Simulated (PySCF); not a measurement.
iodoethane (C₂H₅I), singlet, geometry from GFN2-xTB (all electrons, no relativity); M062X/6-311G** (PySCF).

Here is a job for PySCF.
```python
from pyscf import gto, scf, dft

mol = gto.M(
    atom='''
C    -2.41282299   -0.33439221   -0.19734937
C    -1.09297230   -1.03502268   -0.42130964
I     0.58937418    0.22523880    0.10213485
H    -2.53635536   -0.05580000    0.84720779
H    -3.22617604   -1.00502504   -0.47345954
H    -2.48722794    0.56497300   -0.80528000
H    -1.00085071   -1.92477394    0.19601841
H    -0.95144947   -1.30054098   -1.46567976
''',
    basis='6-311g**',
    verbose=4,
)

mf = dft.RKS(mol)
mf.xc = 'm062x'
mf.kernel()
```

Question: What does PySCF print? Leave out banner, timings and long lists.

Answer: 
```
PySCF version 2.14.0

[INPUT] verbose = 4
[INPUT] num. atoms = 8
[INPUT] num. electrons = 70
[INPUT] charge = 0
[INPUT] spin (= nelec alpha-beta = 2S) = 0
[INPUT] symmetry False subgroup None
[INPUT] Mole.unit = angstrom
[INPUT] Symbol           X                Y                Z      unit          X                Y                Z       unit  Magmom
[INPUT]  1 C     -2.412822990000  -0.334392210000  -0.197349370000 AA   -4.559574638154  -0.631909695088  -0.372936260155 Bohr   0.0
[INPUT]  2 C     -1.092972300000  -1.035022680000  -0.421309640000 AA   -2.065418308736  -1.955909397913  -0.796159833239 Bohr   0.0
[INPUT]  3 I      0.589374180000   0.225238800000   0.102134850000 AA    1.113755785090   0.425639644626   0.193006894274 Bohr   0.0
[INPUT]  4 H     -2.536355360000  -0.055800000000   0.847207790000 AA   -4.793016984973  -0.105446717751   1.600990693698 Bohr   0.0
[INPUT]  5 H     -3.226176040000  -1.005025040000  -0.473459540000 AA   -6.096589145234  -1.899222073930  -0.894708861663 Bohr   0.0
[INPUT]  6 H     -2.487227940000   0.564973000000  -0.805280000000 AA   -4.700179615966   1.067644237774  -1.521758653590 Bohr   0.0
[INPUT]  7 H     -1.000850710000  -1.924773940000   0.196018410000 AA   -1.891333733476  -3.637295598300   0.370421110273 Bohr   0.0
[INPUT]  8 H     -0.951449470000  -1.300540980000  -1.465679760000 AA   -1.797978919663  -2.457666265973  -2.769733332718 Bohr   0.0

nuclear repulsion = 214.755866777687
number of shells = 60
number of NR pGTOs = 188
number of NR cGTOs = 128
basis = 6-311g**
ecp = {}

******** <class 'pyscf.dft.rks.RKS'> ********
method = RKS
initial guess = minao
damping factor = 0
level_shift factor = 0
DIIS = <class 'pyscf.scf.diis.CDIIS'>
diis_start_cycle = 1
diis_space = 8
diis_damp = 0
SCF conv_tol = 1e-09
SCF conv_tol_grad = None
SCF max_cycles = 50
direct_scf = True
direct_scf_tol = 1e-13
XC library pyscf.dft.libxc version 7.1.2
    S. Lehtola, C. Steigemann, M. J. T. Oliveira, and M. A. L. Marques,  SoftwareX 7, 1–5 (2018)
XC functionals = m062x
    Y. Zhao and D. G. Truhlar,  Theor. Chem. Acc. 120, 215 (2008)
    Y. Zhao and D. G. Truhlar,  Theor. Chem. Acc. 120, 215 (2008)
radial grids:
    Treutler-Ahlrichs [JCP 102, 346 (1995); DOI:10.1063/1.469408] (M4) radial grids

becke partition: Becke, JCP 88, 2547 (1988); DOI:10.1063/1.454033
pruning grids: <function nwchem_prune>
grids dens level: 3
symmetrized grids: False
atomic radii adjust function: <function treutler_atomic_radii_adjust>
small_rho_cutoff = 0
Set gradient conv threshold to 3.16228e-05
Initial guess from minao.
tot grids = 99240
init E= -6961.4152600838
  HOMO = -0.304444854012583  LUMO = -0.0579897523063928  gap/eV = 6.70638
cycle= 1 E= -6998.93272139961  delta_E= -37.5  |g|= 5.85  |ddm|= 3.27
  HOMO = -0.322734705933325  LUMO = -0.0183779750499746  gap/eV = 8.28197
cycle= 2 E= -6999.05238951487  delta_E= -0.12  |g|= 1.86  |ddm|= 0.846
  HOMO = -0.290740131761668  LUMO = 0.0174094010802235  gap/eV = 8.38518
cycle= 3 E= -6999.1090003499  delta_E= -0.0566  |g|= 0.464  |ddm|= 0.66
  HOMO = -0.316033935355656  LUMO = -0.00244699573063079  gap/eV = 8.53314
cycle= 4 E= -6999.11766704446  delta_E= -0.00867  |g|= 0.0534  |ddm|= 0.236
  HOMO = -0.310094413613855  LUMO = 0.00315459292419984  gap/eV = 8.52394
cycle= 5 E= -6999.11796339518  delta_E= -0.000296  |g|= 0.00666  |ddm|= 0.0441
  HOMO = -0.310425811009603  LUMO = 0.00253068986726968  gap/eV = 8.51598
cycle= 6 E= -6999.11797329077  delta_E= -9.9e-06  |g|= 0.00194  |ddm|= 0.00573
  HOMO = -0.310669318937771  LUMO = 0.00260325608837553  gap/eV = 8.52458
cycle= 7 E= -6999.11797409201  delta_E= -8.01e-07  |g|= 0.00061  |ddm|= 0.00245
  HOMO = -0.310632312449243  LUMO = 0.00257468254171433  gap/eV = 8.52280
cycle= 8 E= -6999.11797420195  delta_E= -1.1e-07  |g|= 0.000193  |ddm|= 0.000713
  HOMO = -0.310617799107856  LUMO = 0.00260230035006526  gap/eV = 8.52315
cycle= 9 E= -6999.11797421235  delta_E= -1.04e-08  |g|= 3.47e-05  |ddm|= 0.000208
  HOMO = -0.310623921294896  LUMO = 0.00260018811844542  gap/eV = 8.52326
cycle= 10 E= -6999.1179742128  delta_E= -4.56e-10  |g|= 7.78e-06  |ddm|= 6.87e-05
  HOMO = -0.310624675354734  LUMO = 0.00260050249833954  gap/eV = 8.52329
Extra cycle  E= -6999.1179742128  delta_E= 2.73e-12  |g|= 5.64e-06  |ddm|= 1.71e-05
converged SCF energy = -6999.1179742128
```
